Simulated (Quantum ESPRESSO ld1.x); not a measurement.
The numbers below are computed, except where a source is named.
Task: The mean radii <r> (bohr) of the occupied orbitals of an atom or ion are listed with their occupations. Level of theory: scalar-relativistic Kohn-Sham, LDA (Slater exchange, Perdew-Zunger correlation), spin-polarised, spherical densities, point nucleus (ld1.x of Quantum ESPRESSO 7.5).

orbital  occ.      <r>
1s up       1  0.01744
1s down     1  0.01744
2s up       1  0.07364
2s down     1  0.07364
2p up       3  0.06626
2p down     3  0.06626
3s up       1   0.1906
3s down     1   0.1906
3p up       3   0.1914
3p down     3   0.1914
3d up       5   0.1733
3d down     5   0.1733
4s up       1   0.4235
4s down     1   0.4235
4p up       3   0.4508
4p down     3   0.4507
4d up       5   0.4786
4d down     5   0.4783
5s up       1   0.9688
5s down     1   0.9641
4f up       7   0.5342
4f down     7   0.5316
5p up       3    1.106
5p down     3    1.101
5d up       4    1.426

Name the element and its charge. Open shells, if any, are filled with parallel spins first.

Result: Z = 77, iridium, charge +5: Ir5+ in [Xe] 4f14 5d4. The 1s radius gives Z: for a bare nucleus <r> = (2 gamma + 1)/(2Z) with gamma = sqrt(1 - (Z/c)^2), 0.01724 bohr for Z = 77, and screening makes it slightly larger (0.01744 here). The occupations add up to 72, and the charge is Z minus that.
